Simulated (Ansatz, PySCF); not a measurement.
Species: sum formula BNHCl$_{2}$, charge 0, multiplicity 2. It need not be the lowest isomer of its formula. 
Coordinates optimised at B3LYP-D3(BJ)/def2-TZVP (Ansatz, a quantum-chemistry and plane-wave program):
```xyz
5

B     -0.3687    -0.0791     0.0496
Cl     0.1698     1.5993     0.0385
Cl     0.7860    -1.3948    -0.1583
N     -1.7338    -0.3646     0.1179
H     -2.2674    -0.5300     0.9640
```
Charge 0, spin multiplicity 2.

Dipole moments at this geometry, in debye (magnitudes).

```
level                    program  dipole (D)
-----------------------  -------  ----------
SVWN5/def2-TZVPD           PySCF        1.47
PBE/def2-TZVPD            Ansatz        1.52
BLYP/def2-TZVPD           Ansatz        1.49
revPBE/def2-TZVPD         Ansatz        1.53
r2SCAN/def2-TZVPD         Ansatz        1.65
TPSSh/def2-TZVPD           PySCF        1.66
r2SCANh/def2-TZVPD        Ansatz        1.70
r2SCAN0/def2-TZVPD        Ansatz        1.75
M06-2X/def2-TZVPD          PySCF        1.75
HSE06/def2-TZVPD          Ansatz        1.69
CAM-B3LYP/def2-TZVPD      Ansatz        1.73
LC-wPBE/def2-TZVPD        Ansatz        1.81
CCSD(T)/aug-cc-pV(D+d)Z   Ansatz        1.73
```
